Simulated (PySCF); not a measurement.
F2O2W, singlet, at a GFN2-xTB geometry (such geometries of metal compounds can be far from the true shape) (core potentials on W); TPSS/def2-SVP in PySCF.

Here is a job for PySCF.
```python
from pyscf import gto, scf, dft

mol = gto.M(
    atom='''
W     0.054870   -0.011695    0.018386
O     1.322296   -0.356872   -1.036446
O     0.493459   -0.030142    1.644881
F    -0.715267    1.598886   -0.415930
F    -1.349892   -1.158712   -0.276078
''',
    basis='def2-svp',
    ecp={'W': 'def2-svp'},
    charge=0,
    spin=0,
    verbose=4,
)

mf = dft.RKS(mol)
mf.xc = 'tpss'
mf.kernel()
```

Output, abridged:

```
PySCF version 2.14.0

[INPUT] verbose = 4
[INPUT] num. atoms = 5
[INPUT] num. electrons = 48
[INPUT] charge = 0
[INPUT] spin (= nelec alpha-beta = 2S) = 0
[INPUT] symmetry False subgroup None
[INPUT] Mole.unit = angstrom
[INPUT] Symbol           X                Y                Z      unit          X                Y                Z       unit  Magmom
[INPUT]  1 W      0.054870000000  -0.011695000000   0.018386000000 AA    0.103689272455  -0.022100347027   0.034744504526 Bohr   0.0
[INPUT]  2 O      1.322296000000  -0.356872000000  -1.036446000000 AA    2.498777295608  -0.674390341526  -1.958599082901 Bohr   0.0
[INPUT]  3 O      0.493459000000  -0.030142000000   1.644881000000 AA    0.932502363702  -0.056960124847   3.108374597501 Bohr   0.0
[INPUT]  4 F     -0.715267000000   1.598886000000  -0.415930000000 AA   -1.351658735939   3.021456644401  -0.785993786990 Bohr   0.0
[INPUT]  5 F     -1.349892000000  -1.158712000000  -0.276078000000 AA   -2.550926177741  -2.189648337247  -0.521711809018 Bohr   0.0

nuclear repulsion = 222.760920503859
number of shells = 36
number of NR pGTOs = 153
number of NR cGTOs = 88
basis = def2-svp
ecp = {'W': 'def2-svp'}

******** <class 'pyscf.dft.rks.RKS'> ********
method = RKS
initial guess = minao
damping factor = 0
level_shift factor = 0
DIIS = <class 'pyscf.scf.diis.CDIIS'>
diis_start_cycle = 1
diis_space = 8
diis_damp = 0
SCF conv_tol = 1e-09
SCF conv_tol_grad = None
SCF max_cycles = 50
direct_scf = True
direct_scf_tol = 1e-13
XC library pyscf.dft.libxc version 7.1.2
    S. Lehtola, C. Steigemann, M. J. T. Oliveira, and M. A. L. Marques,  SoftwareX 7, 1–5 (2018)
XC functionals = tpss
    J. Tao, J. P. Perdew, V. N. Staroverov, and G. E. Scuseria,  Phys. Rev. Lett. 91, 146401 (2003)
    J. P. Perdew, J. Tao, V. N. Staroverov, and G. E. Scuseria,  J. Chem. Phys. 120, 6898 (2004)
    J. Tao, J. P. Perdew, V. N. Staroverov, and G. E. Scuseria,  Phys. Rev. Lett. 91, 146401 (2003)
    J. P. Perdew, J. Tao, V. N. Staroverov, and G. E. Scuseria,  J. Chem. Phys. 120, 6898 (2004)
radial grids:
    Treutler-Ahlrichs [JCP 102, 346 (1995); DOI:10.1063/1.469408] (M4) radial grids

becke partition: Becke, JCP 88, 2547 (1988); DOI:10.1063/1.454033
pruning grids: <function nwchem_prune>
grids dens level: 3
symmetrized grids: False
atomic radii adjust function: <function treutler_atomic_radii_adjust>
small_rho_cutoff = 0
Set gradient conv threshold to 3.16228e-05
Initial guess from minao.
tot grids = 81000
init E= -404.917736317508
  HOMO = -0.623578918473417  LUMO = -0.325738541502034  gap/eV = 8.10465
cycle= 1 E= -416.519170836942  delta_E= -11.6  |g|= 1.88  |ddm|= 7.21
  HOMO = -0.104145579277411  LUMO = -0.0627177325351591  gap/eV = 1.12731
cycle= 2 E= -405.451904551716  delta_E= 11.1  |g|= 6.13  |ddm|= 7.01
  HOMO = -0.225153500596248  LUMO = -0.0465208751520155  gap/eV = 4.86084
cycle= 3 E= -416.554917378606  delta_E= -11.1  |g|= 1.85  |ddm|= 6.51
  HOMO = -0.261448660288057  LUMO = -0.0944305145004876  gap/eV = 4.54480
cycle= 4 E= -417.136078839729  delta_E= -0.581  |g|= 0.617  |ddm|=  1.6
  HOMO = -0.329499564982523  LUMO = -0.160353613364116  gap/eV = 4.60270
cycle= 5 E= -417.20308752522  delta_E= -0.067  |g|= 0.193  |ddm|= 0.625
  HOMO = -0.298405466605889  LUMO = -0.133190024308121  gap/eV = 4.49574
cycle= 6 E= -417.210748514538  delta_E= -0.00766  |g|= 0.0292  |ddm|= 0.191
  HOMO = -0.300540920344215  LUMO = -0.135269459073022  gap/eV = 4.49727
cycle= 7 E= -417.210889721259  delta_E= -0.000141  |g|= 0.0128  |ddm|= 0.0219
  HOMO = -0.300146535868318  LUMO = -0.135250118861752  gap/eV = 4.48706
cycle= 8 E= -417.210915627257  delta_E= -2.59e-05  |g|= 0.00641  |ddm|= 0.00568
  HOMO = -0.299865517887135  LUMO = -0.13542692029878  gap/eV = 4.47460
cycle= 9 E= -417.210923474429  delta_E= -7.85e-06  |g|= 0.00134  |ddm|= 0.0045
  HOMO = -0.29985643623812  LUMO = -0.135436674973654  gap/eV = 4.47409
cycle= 10 E= -417.210923186371  delta_E= 2.88e-07  |g|= 0.00178  |ddm|= 0.00184
  HOMO = -0.299878726909942  LUMO = -0.135427113020427  gap/eV = 4.47496
cycle= 11 E= -417.210923832568  delta_E= -6.46e-07  |g|= 0.00011  |ddm|= 0.0012
  HOMO = -0.299882811212786  LUMO = -0.135426815237299  gap/eV = 4.47508
cycle= 12 E= -417.210923833572  delta_E= -1e-09  |g|= 8.63e-05  |ddm|= 0.000107
  HOMO = -0.299884771560741  LUMO = -0.135427713523747  gap/eV = 4.47510
cycle= 13 E= -417.210923834847  delta_E= -1.28e-09  |g|= 2.1e-05  |ddm|= 6.88e-05
  HOMO = -0.299884230611543  LUMO = -0.135427980314365  gap/eV = 4.47508
cycle= 14 E= -417.210923834926  delta_E= -7.95e-11  |g|= 2.03e-06  |ddm|= 1.47e-05
  HOMO = -0.299884540494926  LUMO = -0.135427548927236  gap/eV = 4.47510
Extra cycle  E= -417.210923834916  delta_E= 1.08e-11  |g|= 8.28e-06  |ddm|= 7.38e-06
converged SCF energy = -417.210923834916
```
